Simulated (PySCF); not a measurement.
**Polarisability and C₆ of Cr²⁺ (chromium, charge +2)**

[Ar] 3d4, high-spin 5D determinant. All numbers are calculated (PySCF 2.14, no relativity, point nucleus, in def2-QZVPPD). Coupled (time-dependent) response in atomic units; α is the mean over directions.

```csv
method,mean α (bohr³),"α xx, yy, zz",C₆ (like pair),S(−4)
CAM-B3LYP,3.997,"3.761, 3.761, 4.469",11.88,10.47
```

S(−4) is the Cauchy moment in α(ω) = α(0) + S(−4) ω² + …

α(iu) at CAM-B3LYP:

```json
{"u (hartree)": "0", "α(iu) (bohr³)": "3.997"}
{"u (hartree)": "0.0500", "α(iu) (bohr³)": "3.971"}
{"u (hartree)": "0.100", "α(iu) (bohr³)": "3.898"}
{"u (hartree)": "0.200", "α(iu) (bohr³)": "3.651"}
{"u (hartree)": "0.300", "α(iu) (bohr³)": "3.352"}
{"u (hartree)": "0.500", "α(iu) (bohr³)": "2.813"}
{"u (hartree)": "0.750", "α(iu) (bohr³)": "2.320"}
{"u (hartree)": "1.00", "α(iu) (bohr³)": "1.953"}
{"u (hartree)": "1.50", "α(iu) (bohr³)": "1.427"}
{"u (hartree)": "2.00", "α(iu) (bohr³)": "1.073"}
{"u (hartree)": "3.00", "α(iu) (bohr³)": "0.6572"}
{"u (hartree)": "5.00", "α(iu) (bohr³)": "0.3148"}
```

A single London oscillator, α(iu) = α/(1 + u²/ω²), gives C₆ = (3/4) ω α². Matching the computed C₆ needs ω = 4 × 11.88 / (3 × 3.997²) = 0.991 hartree.

For an ion, C₆ is the dispersion term alone; charge-induced terms of lower order in 1/R come first.

The components differ because the open shell of this determinant is not spherical; for a pure term their mean is the scalar polarisability.
